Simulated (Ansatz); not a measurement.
Geometry optimisation, RKS PBE/def2-mTZVP in Ansatz 0.2.0.

Input file:

```yaml
crystal:
  periodic: [false, false, false]
  atoms:
    - { symbol: Ge, position_ang: [-0.042823, 0.171046, 0.171227] }
    - { symbol: C, position_ang: [-0.074685, 0.188429, 2.13725] }
    - { symbol: H, position_ang: [-1.008859, -0.230939, 2.526999] }
    - { symbol: H, position_ang: [0.763988, -0.341864, 2.597243] }
    - { symbol: H, position_ang: [-0.001192, 1.228326, 2.487709] }
    - { symbol: H, position_ang: [1.399974, 0.142849, -0.384456] }
    - { symbol: H, position_ang: [-0.705839, 1.488803, -0.32178] }
    - { symbol: H, position_ang: [-0.880127, -0.99378, -0.409224] }
    - { symbol: S, position_ang: [1.292031, -2.927373, 0.93609] }
    - { symbol: H, position_ang: [0.083276, -3.466373, 0.61796] }
    - { symbol: H, position_ang: [0.709556, -1.955524, 1.731381] }
basis:
  gaussian: { orbitals: def2-mTZVP }
hamiltonian:
  xc: pbe
relax:
  f_tol: 0.03
  max_steps: 50
```

Run as:

```bash
$ ansatz run input.yaml --threads 2 --pin off --max-ram 3072MiB --backend cpu --events-out ev --progress --plain --runs-dir out
```

Task: Where does it end, and by what steps?

Result: The forces met the threshold. The force dipped under the threshold on the way, but the program's further checks kept it going. After 38 steps the energy has fallen by 0.245 eV; H11 moved furthest, 1.94 Å.

```csv
step,energy less start (eV),largest force component (eV/Å),accepted
0,0.0000,0.601,yes
2,-0.1634,0.079,yes
4,-0.1867,0.261,yes
6,-0.2147,0.038,yes
8,-0.2173,0.036,yes
10,-0.2218,0.320,yes
12,-0.2289,0.127,yes
14,-0.2345,0.225,yes
16,-0.2386,0.014,yes
18,-0.2396,0.046,yes
20,-0.2399,0.060,yes
22,-0.2407,0.053,yes
24,-0.2410,0.049,yes
26,-0.2414,0.074,yes
28,-0.2418,0.094,yes
30,-0.2422,0.082,yes
32,-0.2427,0.091,yes
34,-0.2433,0.079,yes
36,-0.2439,0.077,yes
38,-0.2446,0.025,yes
```

```xyz
11
Properties=species:S:1:pos:R:3
Ge -0.279 0.336 0.175
C -0.056 0.536 2.120
H -1.033 0.627 2.615
H 0.463 -0.343 2.524
H 0.535 1.432 2.351
H 1.098 0.194 -0.528
H -1.010 1.560 -0.437
H -1.113 -0.934 -0.155
S 1.479 -3.311 1.519
H 1.222 -2.960 0.226
H 0.229 -3.832 1.679
```

Whether the end is a true minimum wasn't checked by a vibrational analysis.

The run took 70 s on 2 threads of Arm Neoverse V1, on a shared host, peak memory 0.14 GiB.
